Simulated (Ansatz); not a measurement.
Ansatz (an electronic-structure program) input (RI-MP2/aug-cc-pVTZ):
A basis named .json is the Basis Set Exchange file of that set.

Ansatz 0.2 input:
```yaml
crystal:
  periodic: [false, false, false]
  atoms:
    - {symbol: As, position_ang: [-0.00000000, -0.00000000, -0.31730468]}
    - {symbol: O, position_ang: [0.00000000, 0.00000000, 1.30888181]}
basis:
  gaussian:
    orbitals: aug-cc-pVTZ
    fitting: {mean_field: def2-universal-jkfit, correlation: aug-cc-pVTZ-RIFIT.json}
magnetization: {spin_polarized: true, initial_magnetization: 1}
correlation: {method: mp2, electrons: outside_noble_gas}
```

Output:

```
Functional definition: HF
integrals: 0.03 GiB planned
343 factors; integrals over basis functions are off by at most 6.7e-1 eV
297 factors; integrals over basis functions are off by at most 1.3e2 eV
mean field: 0.21 GiB planned
mean field evaluation 1: about -62829.5576 eV, gradient 3.1e1 eV
mean field evaluation 2: about -62827.4470 eV, gradient 4.0e1 eV
mean field evaluation 4: about -62833.5474 eV, gradient 6.7e-1 eV
mean field evaluation 8: about -62833.5558 eV, gradient 8.0e-2 eV
mean field evaluation 16: about -62833.6365 eV, gradient 1.9e-1 eV
mean field evaluation 32: about -62831.8962 eV, gradient 1.1e1 eV
mean field evaluation 64: about -62829.1279 eV, gradient 2.9e1 eV
mean field evaluation 96: about -62833.3719 eV, gradient 3.9e0 eV
mean field evaluation 128: about -62829.5567 eV, gradient 3.1e1 eV
mean field -62833.77087003 eV, -2309.0984892141 hartree, gradient 2.3e-6 eV, S^2 1.300547; 12 other end points of the search recorded, 0 dependent functions left out
15 core orbitals not correlated
reference -62833.77087003 eV, -2309.0984892141 hartree; 6, 5 occupied and 84, 85 virtual orbitals, 297 factors
second order -8.55293118 eV of doubles, -0.00000000 eV of singles
Total energy: -62842.32380122 eV, -2309.4128036377 hartree
```

The determinant is spin-contaminated: <S^2> is 1.30 against 0.75 for a pure state.
